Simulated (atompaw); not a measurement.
**cobalt: one change to a PAW (atompaw) potential, before and after**

Co (Z = 27), PAW, made with atompaw 4.2.0.5 (PBEsol, scalar-relativistic). Core [Ne] 3s2, reference 3p6 3d7 4s1.75 4p0.25. Waves: 4s (bound): rc 2.65 bohr; 4s channel at 0.25 Ry: rc 2.65 bohr; 3p (bound): rc 1.15 bohr; 4p (bound): rc 2.65 bohr; 3d (bound): rc 1.90 bohr; 3d channel at 2.4 Ry: rc 1.90 bohr. Local part: bessel scheme, radius 2.00 bohr. Core correction: smooth core density matched at 1.45 bohr. Augmentation charge: sinc compensation charge, radius 2.10 bohr; PAW radius 2.65 bohr; waves and projectors: custom polynom vanderbiltortho.

Change: reference 3p6 3d7 4s0.5 4p0.

Cutoffs: the cutoffs (Ry, on a coarse ladder) from which the occupation-weighted sum of valence levels, in a spherical-Bessel basis at the reference potential, stays within 10 and 1 mRy of its value at 400 Ry; they do not see the model core or the augmentation charge, which bear on the density cutoff.

Question: What does the change do?

Answer: The potential gets neither clearly harder nor softer (80 Ry and 110 Ry → 80 Ry and 110 Ry); the range in which the d phases agree narrows (upper end at the end of the scan → 0.0); neither file shows a bound ghost.

| quantity | base | changed |
| --- | --- | --- |
| cutoff, loose | 80 Ry | 80 Ry |
| cutoff, tight | 110 Ry | 110 Ry |
| bound ghosts | none | none |
| s: phases at 2.67 bohr within 0.05 rad from the reference energy up to (Ry; the scan ends near 5) | 3.5 | 2.8 |
| p: phases at 2.67 bohr within 0.05 rad from the reference energy up to (Ry; the scan ends near 5) | 4.2 | 3.3 |
| d: phases at 2.67 bohr within 0.05 rad from the reference energy up to (Ry; the scan ends near 5) | to the end of the scan | 0.0 |
| lowest overlap eigenvalue by channel | s 0.17, p 0.61, d 0.97 | s 0.14, p 0.60, d 0.96 |

 The cutoffs see the waves, projectors and local potential, not the compensation charge or the core.
